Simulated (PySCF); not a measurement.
C2H8N, SMILES CC[NH3+], charge +1. The structure is a stationary point at PBE-D3(BJ)/def2-SVP. The isomer is the one that the SMILES or the coordinates give; other isomers of the formula were not compared.

Computed equilibrium geometry at PBE-D3(BJ)/def2-SVP (PySCF confirms it by a frequency run) as a Z-matrix, and its point group:
point group Cs.
```
C
H 1 1.1076
H 1 1.1076 2 108.16
C 1 1.5154 2 112.62 3 125.10
H 4 1.1074 1 108.62 2 -61.32
H 4 1.1090 5 107.10 1 121.46
H 4 1.1090 5 107.10 6 117.08
N 1 1.5221 2 105.92 3 -113.19
H 8 1.0375 1 112.41 2 57.37
H 8 1.0384 9 107.34 1 -122.85
H 8 1.0384 9 107.34 10 -114.30
```
Charge +1, spin multiplicity 1.
